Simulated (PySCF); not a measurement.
TaOCl₂, SMILES [O]=[Ta]([Cl])[Cl] (connectivity only; charge and spin as stated), neutral, multiplicity 2.

The structure is a stationary point at PBE0-D3(BJ)/def2-SVP. The multiplicity is an assumed one; other spin states were not compared. The isomer is the one that the SMILES or the coordinates give; other isomers of the formula were not compared. The def2 effective core potentials stand for the cores of Ta; spin–orbit coupling is left out.

Level of theory: PBE0-D3(BJ)/def2-SVP (PySCF).

Frequencies are harmonic and unscaled.

Computed normal modes with their intensities:
```
mode  ν (cm⁻¹)  IR (km/mol)  moving atoms (share of kinetic energy)
----  --------  -----------  --------------------------------------
1           47         15.9                O 41 %, Cl 31 %, Ta 29 %
2           98          1.7                        Cl 80 %, Ta 18 %
3          209          0.6                         O 78 %, Cl 20 %
4          385         14.3                                 Cl 94 %
5          419         95.4                        Cl 68 %, Ta 29 %
6         1028        149.5                          O 92 %, Ta 8 %
```
